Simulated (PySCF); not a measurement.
## Rhenium: a sound run and one with changed settings

Sound run: Re [Xe] 4f14 5d5 6s2, Re⁺ [Xe] 4f14 5d5 6s1. Computed with PySCF 2.14 in aug-cc-pVDZ-PP with ECP60MDF (5s5p4d2f, 54 functions), with a scalar-relativistic core potential. The sound run starts from symmetry-adapted Hartree-Fock orbitals and uses a fine grid where one is needed.

Changed run: initial guess 1e, at most 2 SCF cycles. This setting is unsound on purpose.

```tsv
species	method	sound run (hartree)	changed run (hartree)	converged
Re	UHF	-77.83475	-76.24907	no
Re	M06-2X	-78.37445	-76.21272	no
Re	TPSS	-78.46023	-76.04259	no
Re⁺	UHF	-77.61633	-77.59747	no
Re⁺	M06-2X	-78.06640	-77.65429	no
Re⁺	TPSS	-78.18656	-77.22874	no
```

The SCF was stopped early; the energies are upper bounds that still move, and correlated levels were skipped or rest on poor orbitals.
